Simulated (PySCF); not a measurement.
PySCF input for C3H3, SMILES c1c[cH+]1, charge +1, SMD-M06-2X/def2-SVP. Geometry: PBE-D3(BJ)/def2-TZVP.

```python
import numpy as np
from pyscf import gto, scf, dft
from pyscf.solvent import smd

mol = gto.M(
    atom='''
    C     0.78952815    0.00000000    0.00000000
    C    -0.39476407    0.68375143    0.00000000
    C    -0.39476407   -0.68375143    0.00000000
    H     1.87936605    0.00000000    0.00000000
    H    -0.93968302    1.62757874    0.00000000
    H    -0.93968302   -1.62757874    0.00000000
    ''',
    basis='def2-SVP',
    charge=1,
    spin=0,
    max_memory=1600,
    verbose=3,
)
mf = dft.RKS(mol, xc='m06-2x').density_fit(auxbasis='def2-universal-jkfit')
mf.grids.level = 4
mf.conv_tol = 1e-9
mf.max_cycle = 100
mf.kernel()
res = {}
for name in ['water', 'benzene', 'acetone']:
    s = mf.SMD()
    s.with_solvent.solvent, s.with_solvent.sasa_ng = name, 302
    s.kernel(mf.make_rdm1())
    res[name] = (s.e_tot, s.with_solvent.get_cds(), s.dip_moment(), s.mo_energy, s.converged)
    print(f'SMD {name}: dG(solv) = {(s.e_tot - mf.e_tot) * 627.509474:.3f} kcal/mol, of which CDS {res[name][1] * 627.509474:.3f}')
```

It prints:

```
converged SCF energy = -115.591910091604
converged SCF energy = -115.701753145662

WARN: System has nonzero charge 1; the dipole moment is origin-dependent.
Location of origin: [0. 0. 0.]

Dipole moment(X, Y, Z, Debye):  0.00026, -0.00000,  0.00000
SMD water: dG(solv) = -68.928 kcal/mol, of which CDS 2.033
converged SCF energy = -115.660076119758

WARN: System has nonzero charge 1; the dipole moment is origin-dependent.
Location of origin: [0. 0. 0.]

Dipole moment(X, Y, Z, Debye): -0.00044,  0.00000, -0.00000
SMD benzene: dG(solv) = -42.775 kcal/mol, of which CDS -2.423
converged SCF energy = -115.702750068267

WARN: System has nonzero charge 1; the dipole moment is origin-dependent.
Location of origin: [0. 0. 0.]

Dipole moment(X, Y, Z, Debye):  0.00025, -0.00000,  0.00000
SMD acetone: dG(solv) = -69.553 kcal/mol, of which CDS -1.152
```

Self-consistency was reached.

Cost: about 12 core-seconds (a rough figure).
